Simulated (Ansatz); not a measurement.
C$_{3}$H$_{7}$FOSn (`CC(C)[O][Sn][F]`). Charge 0, multiplicity 1. Correlated methods include outer-core shells of Sn, which these sets cover unevenly. Sn takes the def2 core potential.

Z-matrix (Å, degrees):
```
C
C 1 1.518
H 1 1.093 2 110.3
H 1 1.092 2 110.3 3 120.5
H 1 1.093 2 110.7 3 -119.9
C 2 1.518 1 112.1 3 58.5
O 2 1.416 1 111.0 3 -66.1
H 2 1.098 1 108.5 3 178.2
H 6 1.092 2 110.3 1 -179.0
H 6 1.093 2 110.7 1 61.3
H 6 1.093 2 110.3 1 -58.6
Sn 7 1.956 2 133.9 1 62.5
F 12 1.958 7 98.6 2 0.0
```

Give the diagnostics of a CCSD(T)/def2-TZVPP run (frozen core, Ansatz). (An estimate is asked.)

Computed: T1 = 0.0161, largest single amplitude 0.049, largest double 0.054, (T) share of the correlation energy 3.5 %, 12 CCSD cycles. The RHF solution is stable towards an unrestricted one. T1 lies under the customary mark of 0.02 for closed shells.
